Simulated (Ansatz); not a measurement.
The cluster Be₃. Charge 0, multiplicity 3. Geometry B3LYP/def2-TZVPD, that of the charge -1 doublet; atoms count from 1.

Cartesian coordinates in Å:
```
Be 0.8269 0.6772 -0.5661
Be -0.9627 0.5225 0.5126
Be 0.1359 -1.1997 0.0536
```

The charge 0 triplet is spin-contaminated (final ⟨S²⟩ up to 2.35, 2.00 for a pure state). At PBE0/def2-TZVPD a singlet of charge 0 lies 0.36 eV below the triplet at the same geometry. The structure comes from a short search, and lower isomers may exist.

Q: Estimate the Mulliken populations from the PBE0/def2-TZVPD orbitals of Ansatz.

A: 
```
atom  charge (e)  spin (α − β)
 Be1       -0.01          0.11
 Be2        0.01          0.95
 Be3        0.01          0.95
```
Mulliken values and Mayer orders depend strongly on the basis. With diffuse functions, as here, like atoms can get unlike values, and bond orders can come out too low or too high.

Q: Where does the spin sit?

A: Summed by element: Be 2.00, of 2 unpaired in all. Largest on single atoms: Be2 0.95, Be3 0.95, Be1 0.11.

Q: And the Mayer bond orders between bonded heavy atoms (over 0.3)?

A: Be1–Be2 0.99 (2.10 Å); Be1–Be3 1.00 (2.09 Å); Be2–Be3 1.21 (2.09 Å).
